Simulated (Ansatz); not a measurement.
`C[O][Y]([OH])[OH]` + H₂O → `[OH][Y]([OH])[OH]` + CH₃OH  (formal hydrolysis of a Y–O bond)

Calculated with Ansatz (gas phase, PBE0-D4/def2-TZVP geometries, no zero-point term in ΔE). CCSD(T)/CBS adds triple-zeta CCSD(T) − MP2 to the extrapolated MP2 energy (def2 sets, frozen cores). This one scheme is used for every species. Functionals use def2-TZVPP. B3LYP here is the variant with VWN-RPA as its local correlation; programs differ in this. Elements past krypton have def2 core potentials. For Y outer-core shells are correlated without core-valence functions, which leaves a few kJ/mol of doubt a bond. Each species was taken in one conformer, which may not be the lowest.

```
          level  ΔE (eV)
         PBE-D4     0.06
        BLYP-D4     0.05
           PBE0     0.03
          B3LYP     0.02
        r2SCAN0     0.03
  HF/def2-TZVPP    -0.01
CCSD/def2-TZVPP     0.05
 CCSD/CBS(def2)     0.04
```

Task: What does CCSD(T)/CBS give? (Estimate.)

Result: Ansatz gave: +0.05 eV. The listed levels differ from it by 0.01, 0.00, -0.02, -0.03, -0.02, -0.06, 0.00, -0.01 eV.

Largest T1 diagnostic among the species: 0.014.

In def2-TZVPP, CCSD(T) changes the Hartree–Fock value by +0.07 eV (the triples alone add +0.01 eV) and MP2 by +0.07 eV. Leaving LDA and LC-ωPBE aside and taking each functional with its dispersion term where it has one, the values, not all of them listed here, spread over 0.04 eV, from ωB97X-V to revPBE-D4.
